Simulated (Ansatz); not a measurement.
CH4ClFSSi can be A, `CS[SiH](F)Cl`, or B, `FC[SiH](S)Cl`.

Gas-phase electronic energies from Ansatz, PBE0-D4/def2-TZVP geometries. CCSD(T)/CBS adds triple-zeta CCSD(T) − MP2 to the extrapolated MP2 energy (def2 sets, frozen cores). Functionals use def2-TZVPP. B3LYP here is the variant with VWN-RPA as its local correlation; programs differ in this. One conformer a species, not always the lowest.

(1) Which isomer does CCSD(T)/CBS put lower? Give the gap. (An estimate is asked.)

(2) Give E(B) − E(A) in kcal/mol with r2SCAN-D4, HF/def2-TZVPP, B2PLYP, B3LYP, PBE0-D4, CCSD/def2-TZVPP, ωB97M-V. (Best estimate.)

Largest T1 diagnostic: 0.011.

Answers

(1) The calculation gave: A, by 49.4 kcal/mol.

(2) The calculation gave: r2SCAN-D4 48.1, HF/def2-TZVPP 48.7, B2PLYP 48.6, B3LYP 46.9, PBE0-D4 46.6, CCSD/def2-TZVPP 48.2, ωB97M-V 47.7. None reverses the order clearly.

From PBE to PBE0 (25 % exact exchange), in def2-TZVPP and without D4, E(B) − E(A) moves by +1.2 kcal/mol.
